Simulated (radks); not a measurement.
The numbers below are computed, except where a source is named.
The nitrogen ion N3+, 4 electrons, occupied as [He] 2s1.75 2p0.25 (fractional occupations, a model configuration). Level of theory: scalar-relativistic Kohn-Sham, LDA (Slater exchange, VWN5 correlation), spin-polarised, spherical densities, point nucleus; open shells are filled with parallel spins first (a radial shooting solver on a logarithmic mesh with Libxc functionals).

Unscreened Slater integrals over Kohn-Sham orbitals (eV). They are taken over the spin-up orbitals. Empty in this configuration: 3s.

integral     value
F0(2p,2p)   24.070
F2(2p,2p)   11.361
F0(2p,2s)   22.967
G1(2p,2s)   13.845
F0(2p,1s)   33.211
G1(2p,1s)   4.5574
F0(2p,3s)   11.128
G1(2p,3s)   1.1342
F0(2s,2s)   22.236
F0(2s,1s)   31.187
G0(2s,1s)   2.6848
F0(2s,3s)   11.003
G0(2s,3s)  0.88657
F0(1s,1s)   111.33
F0(1s,3s)   12.705
G0(1s,3s)  0.54599
F0(3s,3s)   8.5246

Derived for the open shells (J is the average intra-shell exchange parameter used in DFT+U). 2p: J = F2/5 = 2.272 eV.
